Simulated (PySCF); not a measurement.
Computed shifts of a molecule C3H8OSi, PySCF with PBE0/pcSseg-1, GIAO, gas phase, atoms alike by connectivity averaged where their shifts nearly agree, in ppm (number of nuclei): ¹³C: 53.8 (1), 19.2 (1), 4.5 (1). ²⁹Si: -60.0 (1). ¹H: 4.28 (3), 3.89 (1), 1.11 (1), 1.09 (1), 0.70 (1), 0.26 (1). References: ¹⁷O against H2O (σ = 334.2 ppm); ¹³C against TMS (σ = 186.3 ppm); ²⁹Si against TMS (σ = 352.7 ppm); ¹H against TMS (σ = 31.56 ppm), references at their B3LYP-D3(BJ)/def2-TZVP geometries, non-relativistic. Geometry optimised at r2SCAN-D4/def2-SVP. The values are those of a single conformer.

Which structure fits?
(A) [SiH3]OC1CC1
(B) C=CCO[SiH3]
(C) C[C@@H]1C[SiH2]O1
(D) O[C@H]1C[C@H]1[SiH3]

D, O[C@H]1C[C@H]1[SiH3]
